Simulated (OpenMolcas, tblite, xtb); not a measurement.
## How methods differ on C2H8GaN (SMILES [CH3][Ga]([CH3])[NH2])

C2H8GaN: 12 atoms, total charge 0, spin state singlet. SMILES: `[CH3][Ga]([CH3])[NH2]`. The coordinates come from a PBE0-D4/def2-TZVP relaxation.

Quantity: the dipole moment, in D. The values are calculated.

| level | kind | program | value (D) | CPU time |
| --- | --- | --- | --- | --- |
| IPEA1-xTB | semi-empirical | tblite | 0.64 | under 2 s |
| GFN0-xTB | semi-empirical | xtb | 0.59 | under 2 s |
| SVWN5/cc-pVDZ | LDA | OpenMolcas | 0.62 | 37 s |
| BLYP/cc-pVDZ | GGA | OpenMolcas | 0.61 | 57 s |
| PBE/cc-pVDZ | GGA | OpenMolcas | 0.59 | 51 s |
| revPBE/cc-pVDZ | GGA | OpenMolcas | 0.58 | 51 s |
| TPSS/cc-pVDZ | meta-GGA | OpenMolcas | 0.58 | 68 s |
| r2SCAN/cc-pVDZ | meta-GGA | OpenMolcas | 0.51 | 65 s |
| B3LYP/cc-pVDZ | global hybrid | OpenMolcas | 0.51 | 50 s |

All-electron rows without a relativistic Hamiltonian named are non-relativistic. The values span 0.51 to 0.64 D. Magnitudes only. CPU times are rough (shared hosts, several kinds of processor and program).
